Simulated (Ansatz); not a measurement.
Input file for Ansatz (a first-principles code): R-wB97M-V/def2-TZVPP on C2H4O (SMILES C[C]O).

Ansatz 0.2 input:
```yaml
crystal:
  periodic: [false, false, false]
  atoms:
    - {symbol: C, position_ang: [0.57150208, -0.11434886, 0.33645410]}
    - {symbol: C, position_ang: [-0.45596863, 0.94515822, 0.14383891]}
    - {symbol: O, position_ang: [-1.39837327, 0.58531053, -0.67566539]}
    - {symbol: H, position_ang: [0.39292889, -1.04487569, -0.23427321]}
    - {symbol: H, position_ang: [1.54691508, 0.30121705, 0.06732153]}
    - {symbol: H, position_ang: [0.63207885, -0.34319593, 1.40438405]}
    - {symbol: H, position_ang: [-1.28898301, -0.32926531, -1.04205998]}
basis:
  gaussian:
    orbitals: def2-TZVPP
hamiltonian:
  xc: {name: wB97M-V}
scf: {lower_state_search: off}
```

Output:

```
WARN ansatz: RAYON_NUM_THREADS=4 ignored (pool sized by the plan → 4); use --threads N
Functional definition: wB97M-V
these checks for a lower state are left out or cut short: stability, starts, cluster_reference, orbital_swaps, neighbouring_geometries, increment
integrals: 0.06 GiB planned
747 factors; their error is unknown
integrals: 0.09 GiB planned
189 factors; integrals over basis functions are off by at most 1.1e-5 eV
mean field: 0.66 GiB planned
mean field evaluation 1: about -4180.1781 eV, gradient 4.1e1 eV
mean field evaluation 2: about -4181.6344 eV, gradient 3.4e1 eV
mean field evaluation 4: about -4183.6033 eV, gradient 1.8e0 eV
mean field evaluation 8: about -4183.6062 eV, gradient 6.5e-2 eV
mean field evaluation 16: about -4183.6062 eV, gradient 1.2e-5 eV
mean field -4183.60620595 eV, -153.7446923186 hartree, gradient 4.0e-6 eV, S^2 0.000000; 0 other end points of the search recorded, 0 dependent functions left out
reference -4183.60624310 eV, -153.7446936837 hartree; 12, 12 occupied and 137, 137 virtual orbitals, 747 factors
Total energy: -4183.60624310 eV, -153.7446936837 hartree
Checks for a lower state left out: stability, starts, cluster_reference, orbital_swaps, neighbouring_geometries, increment
```

The calculation finished and met its thresholds.

Cost: roughly 5 core-seconds.
